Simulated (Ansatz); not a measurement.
Steps of a relaxation of CH6O2SSi (`OC[SiH](O)S`) with RKS PBE-D4/def2-SVP.

```sh
$ ansatz run in.yaml --threads 4 --pin off --events-out ev --progress --plain --max-ram 10444MiB
```

```yaml
crystal:
  periodic: [false, false, false]
  atoms:
    - {symbol: O, position_ang: [-1.082400, 1.642100, 0.344500]}
    - {symbol: C, position_ang: [-1.022600, 0.321100, 0.775100]}
    - {symbol: Si, position_ang: [0.388100, -0.682600, 0.087600]}
    - {symbol: O, position_ang: [1.972400, 0.006600, 0.432900]}
    - {symbol: S, position_ang: [0.261600, -0.683500, -2.055100]}
    - {symbol: H, position_ang: [-1.313800, 1.680800, -0.627100]}
    - {symbol: H, position_ang: [-1.937600, -0.172700, 0.542100]}
    - {symbol: H, position_ang: [-0.901100, 0.372700, 1.860600]}
    - {symbol: H, position_ang: [0.397100, -2.068400, 0.620800]}
    - {symbol: H, position_ang: [1.963800, 0.949500, 0.278900]}
    - {symbol: H, position_ang: [1.339900, -1.422600, -2.239600]}
basis:
  gaussian: {orbitals: def2-SVP}
hamiltonian: {xc: pbe, dispersion: d4}
relax: {f_tol: 0.03, max_steps: 200}
```

Positions (Å) and forces (eV/Å) along the path, 12 of 14 steps:

```xyz
11
step=1 energy=-23918.9256 eV
O    -1.082    1.642    0.344    0.010    1.686   -1.482
C    -1.023    0.321    0.775    0.685    0.299   -0.116
Si    0.388   -0.683    0.088    2.576    0.559    0.036
O     1.972    0.007    0.433   -1.563   -1.806    0.256
S     0.262   -0.683   -2.055   -1.418    0.642   -0.338
H    -1.314    1.681   -0.627    0.312   -0.208    1.063
H    -1.938   -0.173    0.542   -1.590   -1.177    0.009
H    -0.901    0.373    1.861   -0.043   -0.248    0.640
H     0.397   -2.068    0.621    0.098   -0.200    0.176
H     1.964    0.950    0.279   -0.020    1.037   -0.202
H     1.340   -1.423   -2.240    0.953   -0.584   -0.041
11
step=2 energy=-23919.1622 eV
O    -1.052    1.653    0.271    0.012    0.572   -0.433
C    -1.011    0.319    0.737    0.106    0.018    0.087
Si    0.433   -0.689    0.068    0.950    0.407    0.473
O     1.950   -0.016    0.582   -1.138   -0.321   -0.718
S     0.090   -0.697   -2.083    0.215    0.007    0.301
H    -1.269    1.654   -0.686    0.133   -0.145    0.296
H    -1.959   -0.220    0.565   -0.423   -0.266    0.046
H    -0.865    0.375    1.833   -0.086   -0.032    0.194
H     0.459   -2.064    0.656    0.053   -0.092   -0.068
H     1.990    0.924    0.308    0.071   -0.085    0.102
H     1.300   -1.296   -2.231    0.105   -0.063   -0.281
11
step=3 energy=-23919.2326 eV
O    -1.035    1.659    0.260    0.040    0.196   -0.084
C    -1.026    0.327    0.759   -0.116   -0.070   -0.032
Si    0.426   -0.698    0.104    0.937    0.165    0.204
O     1.938   -0.018    0.561   -0.897    0.028   -0.467
S     0.107   -0.712   -2.052    0.280   -0.099    0.022
H    -1.201    1.630   -0.703    0.064   -0.117    0.086
H    -1.991   -0.215    0.591   -0.053    0.019    0.043
H    -0.899    0.397    1.862   -0.043    0.000    0.010
H     0.480   -2.082    0.679   -0.006   -0.002   -0.025
H     1.947    0.936    0.321    0.085   -0.279    0.127
H     1.321   -1.281   -2.363   -0.290    0.160    0.116
11
step=4 energy=-23919.2624 eV
O    -1.009    1.654    0.256    0.036    0.063    0.007
C    -1.032    0.321    0.764   -0.110   -0.108    0.027
Si    0.426   -0.710    0.117    0.435    0.061    0.077
O     1.919   -0.012    0.525   -0.480    0.083   -0.214
S     0.092   -0.709   -2.033    0.240   -0.141   -0.056
H    -1.131    1.610   -0.712    0.042   -0.089    0.014
H    -2.007   -0.208    0.592    0.054    0.088    0.013
H    -0.919    0.394    1.869   -0.032    0.024   -0.034
H     0.498   -2.095    0.688   -0.002    0.020   -0.022
H     1.907    0.943    0.303    0.097   -0.158    0.092
H     1.320   -1.244   -2.349   -0.279    0.156    0.095
11
step=5 energy=-23919.2827 eV
O    -0.964    1.635    0.242    0.011   -0.001   -0.093
C    -1.038    0.310    0.776   -0.057   -0.095    0.015
Si    0.424   -0.723    0.128   -0.156   -0.126    0.033
O     1.887    0.004    0.494    0.065    0.134    0.008
S     0.059   -0.715   -2.016    0.079   -0.112   -0.077
H    -1.015    1.557   -0.734    0.023   -0.031    0.119
H    -2.025   -0.193    0.596    0.077    0.087   -0.018
H    -0.944    0.398    1.882    0.006    0.020   -0.056
H     0.524   -2.109    0.693    0.016    0.020   -0.023
H     1.853    0.960    0.298    0.073    0.005    0.052
H     1.305   -1.180   -2.341   -0.138    0.099    0.042
11
step=7 energy=-23919.2977 eV
O    -0.880    1.586    0.173    0.036   -0.085   -0.069
C    -1.043    0.298    0.786    0.019    0.097   -0.028
Si    0.394   -0.780    0.159   -0.021    0.096    0.001
O     1.852   -0.005    0.449    0.089    0.032    0.005
S    -0.054   -0.828   -1.980    0.597   -0.028   -0.164
H    -0.852    1.425   -0.798   -0.022   -0.015    0.117
H    -2.054   -0.147    0.607    0.019   -0.008   -0.001
H    -0.955    0.448    1.883   -0.006   -0.012   -0.009
H     0.561   -2.147    0.744   -0.016   -0.017   -0.001
H     1.814    0.966    0.343   -0.113   -0.082   -0.005
H     1.284   -0.874   -2.346   -0.583    0.021    0.155
11
step=9 energy=-23919.3124 eV
O    -0.834    1.588    0.190    0.062   -0.019   -0.088
C    -1.028    0.297    0.780   -0.049    0.039    0.079
Si    0.400   -0.788    0.154   -0.002   -0.056   -0.024
O     1.846    0.017    0.428    0.013   -0.012    0.018
S    -0.047   -0.868   -1.984   -0.025    0.016   -0.011
H    -0.832    1.435   -0.780   -0.006    0.034    0.024
H    -2.047   -0.120    0.584    0.032   -0.031    0.009
H    -0.948    0.428    1.881   -0.011   -0.010   -0.002
H     0.566   -2.151    0.751    0.002    0.011   -0.003
H     1.723    0.984    0.365   -0.037    0.030   -0.007
H     1.265   -0.879   -2.349    0.022   -0.002    0.004
11
step=10 energy=-23919.3139 eV
O    -0.754    1.575    0.187   -0.011   -0.039    0.012
C    -1.012    0.293    0.782   -0.078   -0.011    0.050
Si    0.395   -0.813    0.149    0.090    0.021    0.007
O     1.818    0.045    0.403   -0.100    0.291    0.008
S    -0.067   -0.907   -1.988    0.063   -0.001    0.009
H    -0.775    1.418   -0.782    0.001    0.036   -0.022
H    -2.041   -0.090    0.571    0.037    0.033    0.008
H    -0.938    0.420    1.884   -0.005    0.017   -0.017
H     0.584   -2.167    0.762    0.001    0.008   -0.028
H     1.606    1.010    0.395    0.045   -0.349   -0.026
H     1.249   -0.841   -2.343   -0.043   -0.008   -0.001
11
step=11 energy=-23919.3161 eV
O    -0.767    1.578    0.194    0.009   -0.011   -0.011
C    -1.017    0.294    0.786   -0.056    0.003    0.013
Si    0.396   -0.809    0.153    0.073   -0.007   -0.031
O     1.819    0.044    0.414   -0.032    0.074    0.008
S    -0.053   -0.898   -1.985   -0.010    0.008   -0.017
H    -0.788    1.431   -0.777   -0.005    0.006    0.008
H    -2.045   -0.092    0.576    0.022    0.013    0.000
H    -0.945    0.423    1.887    0.005   -0.001   -0.009
H     0.584   -2.170    0.750    0.003    0.016    0.009
H     1.621    1.004    0.372    0.007   -0.097    0.005
H     1.259   -0.862   -2.350   -0.016   -0.003    0.024
11
step=12 energy=-23919.3161 eV
O    -0.767    1.578    0.194    0.009   -0.012   -0.011
C    -1.017    0.294    0.786   -0.051    0.002    0.012
Si    0.396   -0.809    0.153    0.063    0.003   -0.035
O     1.819    0.044    0.415   -0.028    0.076    0.009
S    -0.053   -0.898   -1.985   -0.009    0.007   -0.017
H    -0.787    1.431   -0.777   -0.005    0.006    0.008
H    -2.044   -0.092    0.576    0.018    0.012   -0.004
H    -0.946    0.423    1.887    0.008    0.000   -0.004
H     0.584   -2.169    0.749    0.005    0.007    0.013
H     1.621    1.004    0.372    0.007   -0.097    0.005
H     1.259   -0.862   -2.350   -0.016   -0.003    0.024
11
step=13 energy=-23919.3158 eV rejected
O    -0.768    1.578    0.195    0.012    0.020   -0.026
C    -1.017    0.292    0.783   -0.005   -0.001    0.027
Si    0.400   -0.806    0.147   -0.059   -0.021    0.018
O     1.821    0.044    0.420    0.009   -0.056   -0.022
S    -0.059   -0.891   -1.989    0.031    0.002    0.030
H    -0.799    1.439   -0.776    0.000   -0.003    0.018
H    -2.045   -0.092    0.574    0.009   -0.006   -0.002
H    -0.941    0.419    1.884   -0.006   -0.001   -0.001
H     0.588   -2.166    0.744    0.008    0.002   -0.002
H     1.625    1.001    0.368   -0.011    0.066    0.005
H     1.260   -0.875   -2.329    0.012   -0.002   -0.045
11
step=14 energy=-23919.3166 eV
O    -0.760    1.577    0.196    0.003    0.008   -0.010
C    -1.016    0.292    0.785   -0.011   -0.004    0.002
Si    0.399   -0.809    0.149    0.004   -0.004   -0.005
O     1.818    0.047    0.416    0.000   -0.006    0.000
S    -0.056   -0.896   -1.988   -0.006   -0.001    0.008
H    -0.790    1.436   -0.775    0.001    0.003    0.008
H    -2.045   -0.088    0.572    0.005    0.001   -0.001
H    -0.943    0.419    1.886    0.000   -0.002    0.001
H     0.591   -2.167    0.750    0.001   -0.005   -0.001
H     1.611    1.004    0.377   -0.001    0.011   -0.001
H     1.257   -0.873   -2.348    0.004   -0.001    0.000
```

It took 18 s on 4 threads of an Arm Neoverse V2 on a shared host, with 0.16 GiB of host memory at the peak.
